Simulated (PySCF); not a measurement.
C2H7AlS, SMILES [Al]([CH3])([CH3])[SH]. Atoms are numbered in the order given.

```xyz
11

Al    -0.3317     0.2497    -0.0689
C     -2.1051    -0.5489    -0.2662
H     -2.0956    -1.6470    -0.1786
H     -2.5435    -0.2925    -1.2471
H     -2.7991    -0.1557     0.4978
C      0.0502     2.1690    -0.1690
H      0.7573     2.3923    -0.9871
H      0.5218     2.5319     0.7610
H     -0.8581     2.7700    -0.3397
S      1.3354    -1.1484     0.2904
H      2.2908    -0.1912     0.3543
```

The structure is a stationary point at B3LYP-D3(BJ)/def2-SVP. The geometry has at least one imaginary mode, so it is a saddle point at that level. The values are those of a single conformer.

These are IEF-PCM-ωB97X/def2-SVP (PySCF 2.14.0) values and carry that method's errors.

The values are the electrostatic part of the solvation free energy, E(continuum) − E(gas) at the gas-phase geometry, in a cavity of scaled van der Waals radii (PySCF's table); cavitation and dispersion terms are not included. A continuum can't describe solvent molecules that bind to the metal. In vacuum the orbital gap is 11.20 eV. The dipole moment in vacuum is 1.85 D.

Problem. Estimate the values in water (ε = 78.36), acetone (ε = 20.49), acetonitrile (ε = 35.69). (The exact figures need the calculation; the answer reports its results.)

Solution. 
| solvent | ε | ΔG(elec) (kcal/mol) | dipole (D) | gap (eV) |
|---|---|---|---|---|
| water | 78.36 | -4.8 | 2.45 | 11.71 |
| acetone | 20.49 | -4.5 | 2.41 | 11.68 |
| acetonitrile | 35.69 | -4.7 | 2.43 | 11.70 |
